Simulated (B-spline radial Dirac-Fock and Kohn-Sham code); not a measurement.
## Satellites and hypersatellites of the K lines of Hg⁺

System: the Hg⁺ ion, configuration [Xe] 4f14 5d9 6s1 6p1 (not the ground configuration).

Method: multi-electron Dirac-Fock with separately optimised hole states, Breit and Lamb-shift corrections added in first order. Computed with a radial atomic solver. Each two-hole energy is an average over J within one jj subconfiguration, not an observable level; in light atoms, where LS coupling holds, the j-resolved values are not observed lines, and for a K spectator the Kα1 hypersatellite is nearly forbidden. The model has no electron correlation.

Lines without a spectator: Kα2 (K-L2) 68888.3 eV, Kα1 (K-L3) 70813.9 eV, Kβ3 (K-M2) 79813.1 eV, Kβ1 (K-M3) 80244.3 eV. Shifts in eV with one spectator hole (a dash: not computed, or left out as unreliable):

| spectator hole | Kα2 | Kα1 | Kβ3 | Kβ1 |
| --- | --- | --- | --- | --- |
| K (1s) | +1107.0 | +1206.7 | +1437.6 | +1461.1 |
| L2 (2p1/2) | +145.8 | +200.8 | – | +370.2 |
| L3 (2p3/2) | +101.1 | +114.4 | +263.6 | – |
| M2 (3p1/2) | – | +32.7 | +60.1 | +71.6 |
| M3 (3p3/2) | +16.02 | – | +48.1 | +49.2 |
| M4 (3d3/2) | +5.19 | +1.90 | – | – |
